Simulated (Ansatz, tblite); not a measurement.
Removing an electron: (ClGaO)3 ring (Ga₃Cl₃O₃). Total charge 0; singlet. Geometry: PBE-D4/def2-SVP. Ansatz, gas phase; energy differences of separate SCF runs; the oxidised species was run as a doublet alone.

```
atom   x (Å)   y (Å)   z (Å)
 Ga1  -1.464   0.604  -0.865
 Cl2  -3.205   1.317  -1.867
  O3  -0.334   1.767  -0.078
 Ga4   1.128   1.167   0.789
 Cl5   2.449   2.544   1.740
  O6   1.467  -0.602   0.853
 Ga7   0.342  -1.771   0.066
 Cl8   0.737  -3.864   0.160
  O9  -1.119  -1.163  -0.797
```

The xTB rows come from tblite. Correlated methods freeze 45 core orbitals; core or outer-core shells of Ga are correlated, in sets that lack core-valence functions.

```csv
level,−HOMO (eV),vertical IE (eV),−LUMO (eV),HOMO–LUMO gap (eV)
GFN2-xTB,12.97,15.09,10.03,2.94
PBE-QIDH/def2-TZVP,–,12.05,–,–
```

(1) Estimate the rows for GFN1-xTB, PBE0-D4/def2-TZVP.

Results:

(1) 
| level | −HOMO (eV) | vertical IE (eV) | −LUMO (eV) | HOMO–LUMO gap (eV) |
| --- | --- | --- | --- | --- |
| GFN1-xTB | 12.50 | 14.37 | 7.09 | 5.41 |
| PBE0-D4/def2-TZVP | 9.43 | 10.99 | 2.67 | 6.76 |

Relaxing the oxidised species (PBE-D4/def2-SVP) changes its energy by -0.77 eV at PBE0-D4/def2-TZVP, so the adiabatic ionisation energy to this nearest minimum is 10.22 eV.  Run but left out: PBE-D4/def2-TZVP (charge +1 doublet: an occupied level 0.03 eV above an empty one).  Raw xTB energy differences between charge states are shifted by several eV; the methods need an empirical correction for them.
